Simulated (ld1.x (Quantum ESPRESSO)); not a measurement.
# Cutoff test, platinum (Pt), PAW

ld1.x (Quantum ESPRESSO) 7.5 input, shortened:

```
&input
   title='Pt', zed=78., rel=1, dft='PZ', iswitch=3,
   config='[Xe] 4f14 5d9 6s1 6p0'
 /
 &inputp
   pseudotype=3, lpaw=.true., tm=.true., lloc=-1, rcloc=1.35,
   nlcc=.true., new_core_ps=.true., rcore=1.25,
   which_augfun='PSQ', rmatch_augfun_nc=.true.
 /
6
5S  1  0   2.00   0.00  1.20  1.30  0.0
6S  2  0   1.00   0.00  1.20  1.30  0.0
5P  2  1   6.00   0.00  1.85  2.20  0.0
6P  3  1   0.00   0.00  1.85  2.20  0.0
5D  3  2   9.00   0.00  1.00  1.20  0.0
5D  3  2   0.00   0.35  1.00  1.20  0.0
 &test
   configts(1)='5s2 5p6 5d9 6s1 6p0'
 /
```

The pseudo-atom Hamiltonian at the reference potential is diagonalised in spherical Bessel functions j_l(qr) that vanish at 20 bohr, with q² up to the cutoff. All-electron valence levels (Ry): 5s -7.5119, 6s -0.4387, 5p -4.1370, 6p -0.0707, 5d -0.4687.

How do the lowest levels (Ry) of each channel move with the cutoff, and are there ghosts?

```csv
cutoff (Ry),s #1,s #2,p #1,p #2,p #3,d #1,f #1,Σ f·Δε (mRy)
8,-6.5799,-0.3343,-3.5230,-0.0641,0.0575,0.0353,0.1153,10189.3
15,-7.3159,-0.4194,-4.1344,-0.0706,0.0562,-0.1642,0.1153,3168.8
25,-7.4964,-0.4376,-4.1367,-0.0707,0.0562,-0.3715,0.1153,910.0
40,-7.5114,-0.4386,-4.1370,-0.0707,0.0562,-0.4549,0.1153,126.5
55,-7.5115,-0.4387,-4.1370,-0.0707,0.0562,-0.4663,0.1153,23.0
80,-7.5117,-0.4387,-4.1370,-0.0707,0.0562,-0.4686,0.1153,2.1
110,-7.5118,-0.4387,-4.1370,-0.0707,0.0562,-0.4687,0.1153,1.4
160,-7.5118,-0.4388,-4.1370,-0.0707,0.0562,-0.4688,0.1153,0.4
400,-7.5118,-0.4388,-4.1370,-0.0707,0.0562,-0.4688,0.1153,0.0
```

Result: no extra level below or beside the all-electron valence levels (s, p, d, f tested); 10 mRy is reached at 70 Ry and 1 mRy at 120 Ry.
